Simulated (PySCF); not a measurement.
# Dipole response of Zn (zinc, neutral)

[Ar] 3d10 4s2, closed-shell 1S. Calculation: PySCF 2.14, in def2-QZVPPD; the non-relativistic Hamiltonian (point nucleus). Coupled (time-dependent) response in atomic units; α is the mean over directions.

```
method  mean α (bohr³)  C₆ (like pair)  S(−4)
   UHF           53.97           435.7   1557
   PBE           40.75           300.5  859.6
  PBE0           43.44           326.3  984.6
  MN15           42.32           317.9  910.5
```

S(−4) is the Cauchy moment in α(ω) = α(0) + S(−4) ω² + …

Reference α: 38.67 ± 0.3 bohr³ (recommended; Schwerdtfeger and Nagle, table of static dipole polarizabilities (2023 update)). Published C₆: 284.0 (Chu and Dalgarno (2004); Tang, Norbeck and Certain (1976)).

Hartree-Fock lies above the reference because it lacks correlation, which contracts the outer shell.

α(iu) at PBE0:

```json
{"u (hartree)": "0", "α(iu) (bohr³)": "43.44"}
{"u (hartree)": "0.0500", "α(iu) (bohr³)": "41.13"}
{"u (hartree)": "0.100", "α(iu) (bohr³)": "35.57"}
{"u (hartree)": "0.200", "α(iu) (bohr³)": "23.70"}
{"u (hartree)": "0.300", "α(iu) (bohr³)": "15.88"}
{"u (hartree)": "0.500", "α(iu) (bohr³)": "8.527"}
{"u (hartree)": "0.750", "α(iu) (bohr³)": "5.032"}
{"u (hartree)": "1.00", "α(iu) (bohr³)": "3.466"}
{"u (hartree)": "1.50", "α(iu) (bohr³)": "2.063"}
{"u (hartree)": "2.00", "α(iu) (bohr³)": "1.428"}
{"u (hartree)": "3.00", "α(iu) (bohr³)": "0.8432"}
{"u (hartree)": "5.00", "α(iu) (bohr³)": "0.4168"}
```

A single London oscillator, α(iu) = α/(1 + u²/ω²), gives C₆ = (3/4) ω α². Matching the computed C₆ needs ω = 4 × 326.3 / (3 × 43.44²) = 0.231 hartree.
